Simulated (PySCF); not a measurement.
# Mass spectrum arithmetic for `C#CCC(=O)NCCC`

Species: `C#CCC(=O)NCCC`.

Calculated from isotope tables alone.

Q: What are the average molar mass and the monoisotopic mass?

A: For C7H11NO, with standard atomic weights, 7 × 12.011 + 1 × 15.999 + 1 × 14.007 + 11 × 1.008 = 125.171 g/mol. From the most abundant isotopes (12C, 16O, 14N, 1H), 7 × 12.000000 + 1 × 15.994915 + 1 × 14.003074 + 11 × 1.007825 = 125.0841 u.

Q: Work out the cluster of the molecular ion M+•, one line a nominal mass.

A: 
```tsv
nominal mass	m/z (centroid)	relative intensity
125	125.0835	100.0
126	126.0866	8.1
127	127.0889	0.5
```

Lines under 0.1 % of the tallest are left out. One electron mass, 0.00055 u, is taken off. Abundances used (%; other tables differ somewhat): 12C 98.93, 13C 1.07; 16O 99.757, 17O 0.038, 18O 0.205; 14N 99.632, 15N 0.368; 1H 99.9885, 2H 0.0115.

Q: Elemental analysis, calculated?

A: C 67.17 %, O 12.78 %, N 11.19 %, H 8.86 %.

Q: Which m/z would the protonated, sodiated and deprotonated molecule have?

A: [M+H]+ 126.0913, [M+Na]+ 148.0733, [M−H]− 124.0768, for the monoisotopic species (arithmetic only; whether such ions form is another matter).

Q: Find the degree of unsaturation and check the nitrogen rule.

A: (2 × 7 + 2 + 1 − 11)/2 = 3; the structure has 0 rings and 3 π bonds. The nominal mass 125 is odd, with 1 nitrogen, as the rule says.

Q: How much CO2 and H2O would complete combustion of 5.00 mg give?

A: 39.95 μmol of compound give 12.31 mg CO2 and 3.96 mg H2O.

Q: Protons, neutrons, electrons, and exact less nominal mass of the monoisotopic species?

A: 68 protons, 57 neutrons and 68 electrons; 125.0841 − 125 = +0.0841 u.
